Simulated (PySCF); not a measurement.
# Shieldings and the share of exact exchange

Molecule: SMILES O=C1CCN[SiH2]1, C₃H₇NOSi.

Cartesian coordinates in Å; atom numbers follow the order of the lines, from 1:
```xyz
13

O    -0.1587   -2.5888    0.0092
C    -0.0430   -1.3922    0.0899
C    -1.2109   -0.4166    0.1684
C    -0.7646    0.9534   -0.3404
N     0.6290    1.1372    0.0452
Si    1.5704   -0.3128    0.1413
H    -1.4665   -0.3496    1.2419
H    -2.0862   -0.8256   -0.3572
H    -1.3918    1.7490    0.0946
H    -0.9102    1.0031   -1.4382
H     0.9891    2.0773   -0.0516
H     2.3682   -0.4404    1.3985
H     2.4812   -0.6129   -1.0097
```

GIAO shieldings (ppm, equivalent atoms averaged) in PySCF on the PBE0-D3(BJ)/def2-SVP geometry, basis pcSseg-1, gas phase, non-relativistic:

| functional | exact exchange (%) | σ(C3) | σ(C4) | σ(N5) | σ(Si6) |
| --- | --- | --- | --- | --- | --- |
| BLYP | 0 | 122.7 | 128.4 | 218.7 | 404.1 |
| BP86 | 0 | 127.6 | 134.0 | 223.9 | 410.4 |
| PBE | 0 | 127.8 | 134.3 | 223.9 | 412.1 |
| B3LYP | 20 | 128.1 | 134.6 | 228.3 | 411.5 |
| PBE0 | 25 | 134.1 | 141.3 | 234.9 | 421.3 |
| mPW1PW91 | 25 | 133.4 | 140.3 | 233.9 | 419.2 |
| HF | 100 | 146.5 | 153.5 | 252.6 | 453.9 |

Task: Fit each shielding as a line in the percentage of exact exchange.

Result: σ(C3) = 126.4 + 0.21 x (rms 2.2 ppm); σ(C4) = 132.9 + 0.21 x (rms 2.5 ppm); σ(N5) = 223.5 + 0.31 x (rms 2.6 ppm); σ(Si6) = 407.9 + 0.45 x (rms 3.2 ppm). The functionals also differ in their semilocal parts, which the line can't hold; Hartree–Fock has no correlation at all.

Task: What does the line predict for BHandHLYP (50 %), and what does the run give?

Result: σ(C3): 136.9 predicted, 135.2 computed; σ(C4): 143.4 predicted, 142.3 computed; σ(N5): 239.0 predicted, 239.1 computed; σ(Si6): 430.4 predicted, 425.2 computed ppm.
